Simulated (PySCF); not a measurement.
Species: C2H9AsSi.
SMILES with atom numbers: `[SiH3:1][CH2:2][CH2:3][AsH2:4]` (hydrogens: H5, H6, H7 on Si1; H8, H9 on C2; H10, H11 on C3; H12, H13 on As4)

Structure used (PBE0-D3(BJ)/def2-SVP), in Å, numbered top down from 1:
```xyz
13
C2H9AsSi angstrom
Si    -2.146   -0.258   -0.424
C     -0.469   -0.358    0.443
C      0.536    0.668   -0.071
As     2.264    0.550    0.900
H     -2.744    1.101   -0.232
H     -3.089   -1.281    0.126
H     -1.983   -0.495   -1.892
H     -0.636   -0.235    1.527
H     -0.083   -1.384    0.310
H      0.710    0.554   -1.151
H      0.164    1.693    0.090
H      2.704   -0.751    0.231
H      3.061    1.396   -0.090
```

Level of theory: TDDFT wB97X-D/def2-SVPD, vertical, gas phase, core orbitals frozen in the response (PySCF 2.14.0, density-fitted response routines). The wB97X-D/def2-SVPD calculation is non-relativistic and has no spin–orbit coupling, an omission that weighs most on arsenic.

Frontier orbitals with the atoms that hold most of them (Löwdin shares over 4%, at most four atoms; ? is withheld):

| orbital | ε (eV) | atoms |
| --- | --- | --- |
| HOMO-3 | -11.40 | Si1 34%, H6 25%, H5 10%, C2 9% |
| HOMO-2 | -11.35 | Si1 34%, H7 23%, H5 20%, C2 11% |
| HOMO-1 | -10.16 | ? |
| HOMO | -9.01 | As4 61%, C3 16%, H12 7%, H13 6% |
| LUMO | ? | ? |
| LUMO+1 | 2.27 | Si1 28%, As4 28%, H13 9%, H7 7% |
| LUMO+2 | 2.36 | As4 40%, Si1 13%, H12 12%, C3 9% |

Give the leading atoms of the HOMO-1.

C2 (bonded to C, Si and 2 H) 23%; As4 (bonded to C and 2 H) 23%; Si1 (bonded to C and 3 H) 15%; C3 (bonded to As, C and 2 H) 14%. By element: carbon 37%, arsenic 23%, silicon 15%.

Which atoms hold the LUMO, and with what shares?

As4 (bonded to C and 2 H) 28%; Si1 (bonded to C and 3 H) 14%; C3 (bonded to As, C and 2 H) 12%; C2 (bonded to C, Si and 2 H) 9%. By element: arsenic 28%, carbon 21%, silicon 14%.

What is the LUMO energy, and the HOMO–LUMO gap?

ε(LUMO) = 1.64 eV; the gap is 10.65 eV (0.3915 hartree).

The HOMO–LUMO gap is 10.65 eV. Where does the response calculation put the lowest singlet, and from which orbitals?

S1 is at 6.32 eV (f = 0.088), 4.33 eV below the gap, made of HOMO→LUMO (83%), HOMO→LUMO+3 (9%). 

One configuration dominates each of S1 and S4. Which, and how do the shares of the two leading atoms of either orbital change from the occupied to the empty one?

- S1 (6.32 eV, f 0.088), HOMO→LUMO (83%): As4 61% → 28%, C3 16% → 12%, Si1 at most 7% → 14%
- S4 (7.49 eV, f 0.012), HOMO-1→LUMO (80%): C2 23% → 9%, As4 23% → 28%, Si1 15% → 14%

On one thread of an Arm Neoverse V2, shared host, this took 62 s and 0.93 GiB of memory at its peak.

One conformer stands for the species.

Without π bonds the low states are Rydberg-like; a valence basis with one diffuse set may place them up to an eV too high.
